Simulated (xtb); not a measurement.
C$_{4}$H$_{10}$O$_{2}$Sb, charge +1, singlet, geometry from GFN2-xTB; GFN2-xTB run with xtb 6.7.1.

Input for xtb:
```
$ xtb mol.xyz --gfn 2 --chrg 1 --json

# file mol.xyz
17

Sb    -0.20912211     0.73703085     0.26169453
O     -0.55186228    -1.13548900     0.30490070
C     -1.59799964    -1.82002368     0.97515898
C     -2.54219831    -0.92073203     1.74165235
H     -2.13528267    -2.38638621     0.20637872
H     -1.11297565    -2.53926026     1.64432980
H     -3.02499400    -0.21293550     1.06267013
H     -3.31265886    -1.51605063     2.22499360
H     -1.99670382    -0.36787948     2.51095594
O      1.28042581     0.50783529    -0.84218053
C      1.83676916    -0.68985362    -1.38727725
C      2.90420216    -0.29677141    -2.38943824
H      2.26565826    -1.28322146    -0.57124818
H      1.04608139    -1.28514828    -1.85799653
H      3.67585932     0.29753588    -1.90888203
H      3.35577078    -1.19453299    -2.80186001
H      2.47132434     0.28481946    -3.19809898
```

Predict the main parts of the log of this xtb run.


```
   ID    Z sym.   atoms
    1   51 Sb     1
    2    8 O      2, 10
    3    6 C      3, 4, 11, 12
    4    1 H      5-9, 13-17

           -------------------------------------------------
          |                Calculation Setup                |
           -------------------------------------------------

           -------------------------------------------------
          |                 G F N 2 - x T B                 |
           -------------------------------------------------

          ...................................................
          :                      SETUP                      :
          :.................................................:
          :  # basis functions                  44          :
          :  # atomic orbitals                  43          :
          :  # shells                           25          :
          :  # electrons                        42          :
          :  max. iterations                   250          :
          :  Hamiltonian                  GFN2-xTB          :
          :  restarted?                      false          :
          :  GBSA solvation                  false          :
          :  PC potential                    false          :
          :  electronic temp.          300.0000000     K    :
          :  accuracy                    1.0000000          :
          :  -> integral cutoff          0.2500000E+02      :
          :  -> integral neglect         0.1000000E-07      :
          :  -> SCF convergence          0.1000000E-05 Eh   :
          :  -> wf. convergence          0.1000000E-03 e    :
          :  Broyden damping             0.4000000          :
          :  net charge                          1          :
          :  unpaired electrons                  0          :
          ...................................................

 iter      E             dE          RMSdq      gap      omega  full diag
   1    -23.8159107 -0.238159E+02  0.637E+00    2.41       0.0  T
   2    -23.8365687 -0.206580E-01  0.374E+00    2.12       1.0  T
   3    -23.8245563  0.120125E-01  0.104E+00    1.33       1.0  T
   4    -23.8230224  0.153390E-02  0.111E+00    2.03       1.0  T
   5    -23.8399200 -0.168976E-01  0.371E-01    1.64       1.0  T
   6    -23.8399231 -0.318472E-05  0.149E-01    1.63       1.0  T
   7    -23.8399938 -0.706360E-04  0.129E-01    1.64       1.0  T
   8    -23.8400106 -0.168075E-04  0.609E-02    1.65       1.0  T
[...]
         :: total energy             -23.623418833004 Eh    ::
[...]
 Mol. α(0) /au        :         96.770770

Wiberg/Mayer (AO) data.
largest (>0.10) Wiberg bond orders for each atom

 ---------------------------------------------------------------------------
     #   Z sym  total        # sym  WBO       # sym  WBO       # sym  WBO
 ---------------------------------------------------------------------------
     1  51 Sb   3.263 --    10 O    1.450     2 O    1.381
     2   8 O    2.446 --     1 Sb   1.381     3 C    0.944
     3   6 C    3.901 --     4 C    1.023     2 O    0.944     5 H    0.937
                             6 H    0.936
     4   6 C    3.984 --     3 C    1.023     8 H    0.970     9 H    0.955
                             7 H    0.955
     5   1 H    0.988 --     3 C    0.937
     6   1 H    0.987 --     3 C    0.936
     7   1 H    0.994 --     4 C    0.955
     8   1 H    0.989 --     4 C    0.970
     9   1 H    0.994 --     4 C    0.955
    10   8 O    2.482 --     1 Sb   1.450    11 C    0.913
    11   6 C    3.887 --    12 C    1.010    14 H    0.939    13 H    0.933
                            10 O    0.913
    12   6 C    3.975 --    11 C    1.010    17 H    0.978    15 H    0.978
                            16 H    0.968
    13   1 H    0.989 --    11 C    0.933
    14   1 H    0.990 --    11 C    0.939
    15   1 H    0.992 --    12 C    0.978
    16   1 H    0.992 --    12 C    0.968
    17   1 H    0.993 --    12 C    0.978
 ---------------------------------------------------------------------------

Topologies differ in total number of bonds
Writing topology from bond orders to xtbtopo.mol

molecular dipole:
                 x           y           z       tot (Debye)
 q only:       -0.435      -0.655       0.233
   full:       -0.688      -0.338       0.475       2.292
molecular quadrupole (traceless):
                xx          xy          yy          xz          yz          zz
 q only:        6.361       1.781      -4.267     -14.034      -0.362      -2.094
  q+dip:        4.966       1.177      -3.520     -10.073      -0.178      -1.446
   full:        4.791       1.330      -3.796      -9.310      -0.447      -0.994

           -------------------------------------------------
          | TOTAL ENERGY              -23.623418833004 Eh   |
          | GRADIENT NORM               0.000164020796 Eh/α |
          | HOMO-LUMO GAP               1.652201779574 eV   |
           -------------------------------------------------

normal termination of xtb
```
